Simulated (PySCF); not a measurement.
Excitation energy of Cu²⁺ by level of theory

Cu²⁺ [Ar] 3d9 (2D) → Cu²⁺ [Ar] 3d8 4p1 (high-spin determinant), as a difference of total energies. Calculation: PySCF 2.14, in aug-cc-pwCVDZ-PP with ECP10MDF (6s6p5d3f, 70 functions); a scalar-relativistic core potential. Correlated levels: valence: 3s2 3p6 frozen; valence and next inner shell: nothing frozen outside the core potential. The calculations carry no spin-orbit coupling.

| method | excitation energy (eV) |
| --- | --- |
| UHF | 12.941 |
| LDA | 15.258 |
| PBE | 14.551 |
| PBE0 | 14.420 |
| r2SCAN | 13.731 |
| M06-L | 14.462 |
| LC-wPBE | 14.925 |
| B2PLYP | 14.553 |
| MN15 | 18.205 |
| MP2 (valence) | 15.134 |
| SCS-MP2 (valence) | 15.039 |
| MP2 (valence and next inner shell) | 15.490 |
| SCS-MP2 (valence and next inner shell) | 15.265 |

Question: How much does correlation contribute at MP2 (valence and next inner shell)?

Answer: 15.490 − (12.941) = 2.549 eV, measured against UHF.

The determinant of the upper state mixes LS terms, which raises its energy above the lowest term, most at the Hartree-Fock and MP2 levels.
